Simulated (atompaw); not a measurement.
## Building the PAW (atompaw) potential for Au (PBE, scalar-relativistic).

atompaw 4.2.0.5 was run on this input:

```
Au 79
GGA-PBE scalarrelativistic loggrid 2001 logderivrange -6 5 276
6 6 5 4 0 0
6 0 1
6 1 0
0 0 0
c
c
c
c
c
v
c
c
c
v
v
c
c
v
c
2
2.85 2.70 2.80 2.05
y
0.15
n
n
y
0.05
n
bloechl sinc
3 0 troulliermartins
PWSCFOUT
UPFDX 0.0125d0 UPFXMIN -7.d0 UPFZMESH 79.d0
END
```

Command:

```bash
atompaw < Au.input > Au.log
```

The program printed (summary file):

```
Completed calculations for Au (AE)

 Exchange-correlation type: GGA, Perdew-Burke-Ernzerhof

 Radial integration grid is logarithmic
 r0 =   8.6915222E-05 h =   6.8663025E-03   n =      2001 rmax =   8.0000000E+01

 Scalar relativistic calculation

 AEatom converged in  36 iterations
   nz     =  79.00
   delta  =       2.154608752020E-15

 All Electron Orbital energies:
  n  l      occupancy      energy
  1  0      2.0000000E+00 -5.9378521E+03
  2  0      2.0000000E+00 -1.0476448E+03
  3  0      2.0000000E+00 -2.4726992E+02
  4  0      2.0000000E+00 -5.3670024E+01
  5  0      2.0000000E+00 -7.9649805E+00
  6  0      1.0000000E+00 -4.2352027E-01
  2  1      6.0000000E+00 -9.0553555E+02
  3  1      6.0000000E+00 -2.0605964E+02
  4  1      6.0000000E+00 -4.0160219E+01
  5  1      6.0000000E+00 -4.3939233E+00
  6  1      0.0000000E+00 -5.6578727E-02
  3  2      1.0000000E+01 -1.6208668E+02
  4  2      1.0000000E+01 -2.3953048E+01
  5  2      1.0000000E+01 -5.0546820E-01
  4  3      1.4000000E+01 -5.9623463E+00

 Total energy
   Total                    :   -38023.74227563387831

 ---
 Completed calculations for Au (SC)

 Exchange-correlation type: GGA, Perdew-Burke-Ernzerhof

 Radial integration grid is logarithmic
 r0 =   8.6915222E-05 h =   6.8663025E-03   n =      2001 rmax =   8.0000000E+01

 Scalar relativistic calculation

 SCatom converged in   3 iterations
   nz     =  79.00
   delta  =       1.717620128585E-17

 Valence Electron Orbital energies:
  n  l      occupancy      energy
   6  0      1.0000000E+00 -4.2352028E-01
   5  1      6.0000000E+00 -4.3939233E+00
   6  1      0.0000000E+00 -5.6578725E-02
   5  2      1.0000000E+01 -5.0546820E-01

 Total energy
   Total                    :   -38023.74227563667228
   Valence                  :     -898.59354154551170

 PAW parameters:
       lmax =            2
         rc =    2.8629158324224671
        irc =         1516
   rc_shape =    2.7098912166734026
    rc_vloc =    2.8045443614934404
    rc_core =    2.0590531746843612
   Vloc: Norm-conserving Troullier-Martins with l= 3;e=   0.0000E+00
   Projector type: Bloechl + Gram-Schmidt ortho.
   Sinc^2 compensation charge shape zeroed at   2.7099E+00

 Number of basis functions     6
 No.   n  nodes  l      Energy         Cp coeff         Occ
  1    6    5    0   -0.4235203E+00 -0.7878274E+01  0.1000000E+01
  2  999    6    0    0.1500000E+00  0.4837952E+00  0.0000000E+00
  3    5    3    1   -0.4393923E+01  0.5530909E+01  0.6000000E+01
  4    6    4    1   -0.5657872E-01  0.4252019E+01  0.0000000E+00
  5    5    2    2   -0.5054682E+00  0.3102334E+01  0.1000000E+02
  6  999    3    2    0.5000000E-01  0.3952601E+01  0.0000000E+00

 Eigenvalues of overlap operator (in the basis of projectors):
    1        3.40964514E-03
    2        2.23795146E-01
    3        5.53053467E-01
    4        3.71877720E+00
    5        4.08134768E+00
    6        1.00925123E+01

 Orbital leakage outside PAW augmentation regions
   orb  is_core?  %out_of_sphere
   1 0    T           0.00
   2 0    T           0.00
   3 0    T          -0.00
   4 0    T          -0.00
   5 0    T           0.00
   6 0    F          43.37
   2 1    T          -0.00
   3 1    T          -0.00
   4 1    T           0.00
   5 1    F           0.06
   6 1    F          85.19
   3 2    T           0.00
   4 2    T           0.00
   5 2    F           6.45
   4 3    T           0.00

 Summary of PAW energies
   Total valence energy     :   -898.59354490191197
   Smooth energy            :     16.14149523118978
   One center               :   -914.73504013310173
   Smooth kinetic           :     36.47677663938175
   Vloc energy              :    -12.22639762181642
   Smooth exch-corr         :    -10.62377080845324
   One-center xc            :   -713.94057573358680
```

Note: ghost state, extra bound levels that the all-electron valence spectrum of the same l lacks: s at -6.4 eV. A true bound ghost makes a file unfit for plane-wave use.

The run took about 10 s on one core of a shared server CPU.
